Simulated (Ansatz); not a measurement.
The first iterations of a band of Cl₂F₃H₂OTa (9 atoms, charge 0, multiplicity 1).

Method: RKS B3LYP-D4/def2-SVP in Ansatz.

```json
{
 "movable images": "7",
 "climbing image": "yes",
 "spring": "5.0 eV/Å²",
 "optimiser": "quadratic models (default)",
 "start path": "through a guess of the saddle point",
 "force threshold": "0.03 eV/Å",
 "iteration limit": "60",
 "end points": "relaxed"
}
```

First end point:

```xyz
9
Properties=species:S:1:pos:R:3
Ta 0.029 0.076 0.126
O 1.970 -0.226 0.331
H 2.328 -0.768 1.048
Cl -0.123 -0.453 2.427
F 0.454 0.625 -1.627
Cl -1.741 1.571 0.266
F -0.725 -1.526 -0.424
F 1.233 2.037 0.607
H 2.015 1.477 0.556
```

Last end point:

```xyz
9
Properties=species:S:1:pos:R:3
Ta -0.136 0.509 0.268
O 2.029 -0.260 0.369
H 2.437 -0.382 1.240
Cl -0.088 -0.377 2.453
F 0.611 0.952 -1.416
Cl -2.268 1.328 0.101
F -0.487 -1.216 -0.413
F 0.675 2.094 0.932
H 2.668 0.165 -0.224
```

| iteration | highest image above the first end (eV) | largest band force component (eV/Å) |
| --- | --- | --- |
| 1 | 4.425 | 32.363 |
| 2 | 2.749 | 3.168 |
| 3 | 0.825 | 2.088 |
| 4 | 0.227 | 4.108 |
| 5 | 0.174 | 1.337 |

Q: Does the band converge within its limit, and where does its top end?

A: The run converged. It ended after 16 iterations with the highest image 0.042 eV above the first end. A vibrational analysis at the climbing image gives one clearly imaginary mode, 448i cm⁻¹: a first-order saddle point. The orbitals stay closed-shell, which can raise the energy where a bond breaks towards radicals; this wasn't checked here.

The run took 6.8 min on 4 threads of Arm Neoverse V1 (shared host), peak memory 0.39 GiB.
